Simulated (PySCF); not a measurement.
Si(H)(I)2(OMe) (CH₄I₂OSi), SMILES CO[SiH](I)I.

Geometry optimised at B3LYP-D3(BJ)/def2-SVP. The def2 effective core potentials stand for the cores of I; spin–orbit coupling is left out. The values are those of a single conformer.

Vertical ionisation energy (IE) and electron affinity (EA) in eV. Rows of orbital energies are one-electron estimates. Where ΔSCF, EOM or ADC give a negative EA the extra electron is unbound and the value depends on the basis.

| level | IE | EA |
|---|---|---|
| −ε(HOMO), −ε(LUMO), r2SCAN/def2-TZVP (PySCF) | 6.81 | 1.87 |
| −ε(HOMO), −ε(LUMO), PBE/def2-TZVP (PySCF) | 6.51 | 2.12 |
